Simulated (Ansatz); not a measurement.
(H2B-mu-PH2)2 (B2P2H8). The state is a triplet with charge 0. Geometry PBE-D4/def2-SVP, that of the neutral singlet; atoms count from 1.

```csv
atom,x (Å),y (Å),z (Å)
B1,1.2381,0.5491,-0.4973
H2,1.4817,0.6284,-1.6918
H3,2.1186,0.9681,0.2384
P4,0.5656,-1.2431,0.0356
B5,-1.2401,-0.5502,0.4911
H6,-1.5003,-0.6371,1.6814
H7,-2.1102,-0.9648,-0.2596
P8,-0.5638,1.2440,-0.0300
H9,1.2752,-1.8941,1.0904
H10,0.6190,-2.2623,-0.9636
H11,-0.6083,2.2528,0.9800
H12,-1.2755,1.9091,-1.0746
```

At PBE0-D4/def2-TZVP a singlet of charge 0 lies 5.30 eV below the triplet at the same geometry.

Estimate the Mulliken populations from the PBE0/def2-TZVP orbitals of Ansatz.


| atom | charge (e) | spin (α − β) |
| --- | --- | --- |
| B1 | -0.23 | 0.14 |
| H2 | 0.04 | 0.13 |
| H3 | 0.04 | 0.13 |
| P4 | 0.05 | 0.46 |
| B5 | -0.23 | 0.14 |
| H6 | 0.04 | 0.13 |
| H7 | 0.04 | 0.13 |
| P8 | 0.05 | 0.46 |
| H9 | 0.05 | 0.07 |
| H10 | 0.04 | 0.07 |
| H11 | 0.05 | 0.07 |
| H12 | 0.04 | 0.07 |
Mulliken values and Mayer orders depend strongly on the basis.

Where does the spin sit?

Summed by element: B 0.28, H 0.80, P 0.92, of 2 unpaired in all. Largest on single atoms: P8 0.46, P4 0.46, B1 0.14.

And the Mayer bond orders between bonded heavy atoms (over 0.3)?

B1–P4 0.89 (1.99 Å); B1–P8 0.89 (1.99 Å); P4–B5 0.89 (1.99 Å); B5–P8 0.89 (1.99 Å). Values over 0.3 also appear between atoms too far apart for a bond (P4–P8 0.38 at 2.73 Å); they arise where an orbital or an unpaired electron spreads over both atoms.
